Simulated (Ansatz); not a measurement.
Consider the formal hydrolysis of a Ge–C bond: `C#[C][GeH]([CH3])[F]` + H₂O → `[CH3][GeH]([OH])[F]` + acetylene.

Computed with Ansatz on PBE0-D4/def2-TZVP structures; ΔE is electronic, products minus reactants. CBS: MP2 limit from def2 TZ/QZ plus the TZ coupled-cluster correction, frozen cores. This one scheme is used for every species. Functionals use def2-TZVPP. For Ge outer-core shells are correlated without core-valence functions, which leaves a few kJ/mol of doubt a bond. Scalar relativity is left out up to krypton. Each species was taken in one conformer, which may not be the lowest.

```csv
level,ΔE (kcal/mol),difference from CCSD(T)/CBS
r2SCAN0-D4,-6.4,-0.8
B2PLYP,-7.0,-1.4
PBE,-6.2,-0.6
r2SCAN0,-6.6,-1.0
BHLYP,-7.7,-2.1
HF/def2-SVP,-7.8,-2.2
CCSD(T)/def2-SVP,-7.6,-2.0
SCS-MP2/def2-TZVPP,-5.6,0.0
HF/CBS(def2),-8.3,-2.7
CCSD/CBS(def2),-6.0,-0.4
CCSD(T)/CBS,-5.6,0
```

Largest T1 diagnostic among the species: 0.013.

At CCSD(T), def2-SVP lies −2.0 kcal/mol from the extrapolated value and def2-TZVPP +0.2 kcal/mol. Leaving LDA and LC-ωPBE aside and taking each functional with its dispersion term where it has one, the values, not all of them listed here, spread over 2.3 kcal/mol, from CAM-B3LYP-D4 to HSE06-D4.
